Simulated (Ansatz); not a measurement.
One change: `[SH][Ga]([SH])[SH]` becomes `[SH][GaH][SH]`.

Ansatz, PBE0-D4/def2-TZVP geometries, multiplicity 1. Each molecule was computed in one conformer, which needn't be the lowest.

Scalar relativity is left out up to krypton.

| property | `[SH][Ga]([SH])[SH]` |
| --- | --- |
| LUMO energy (ωB97M-V/def2-TZVPP) / eV | 0.92 |
| LUMO energy (B3LYP/def2-TZVPP) / eV | -1.24 |
| size of the dipole moment (PBE/def2-TZVPP) / D | 1.41 |
| HOMO–LUMO gap (PBE/def2-TZVPP) / eV | 4.59 |
| HOMO energy (PBE/def2-TZVPP) / eV | -6.45 |
| HOMO–LUMO gap (PBE0/def2-TZVPP) / eV | 6.71 |

(1) What does the change do to each property? (An estimate is asked.)

Answers

(1) The calculation gave: 
```json
{"property": "LUMO energy (ωB97M-V/def2-TZVPP) / eV", "`[SH][GaH][SH]`": "0.53", "shift": "-0.39"}
{"property": "LUMO energy (B3LYP/def2-TZVPP) / eV", "`[SH][GaH][SH]`": "-1.42", "shift": "-0.18"}
{"property": "size of the dipole moment (PBE/def2-TZVPP) / D", "`[SH][GaH][SH]`": "0.63", "shift": "-0.78"}
{"property": "HOMO–LUMO gap (PBE/def2-TZVPP) / eV", "`[SH][GaH][SH]`": "4.46", "shift": "-0.13"}
{"property": "HOMO energy (PBE/def2-TZVPP) / eV", "`[SH][GaH][SH]`": "-6.40", "shift": "0.05"}
{"property": "HOMO–LUMO gap (PBE0/def2-TZVPP) / eV", "`[SH][GaH][SH]`": "6.40", "shift": "-0.31"}
```

With PBE0 the HOMO rises by 0.08 eV and the LUMO falls by 0.23 eV, so the gap narrows by about 0.31 eV. PBE moves the HOMO by 0.05 eV and ωB97M-V by 0.10 eV. The zero-point energy changes by -6.4 kJ/mol with -3 modes. Dipoles are sizes alone; their direction can turn.

B3LYP here is the variant with VWN-RPA as its local correlation; programs differ in this.
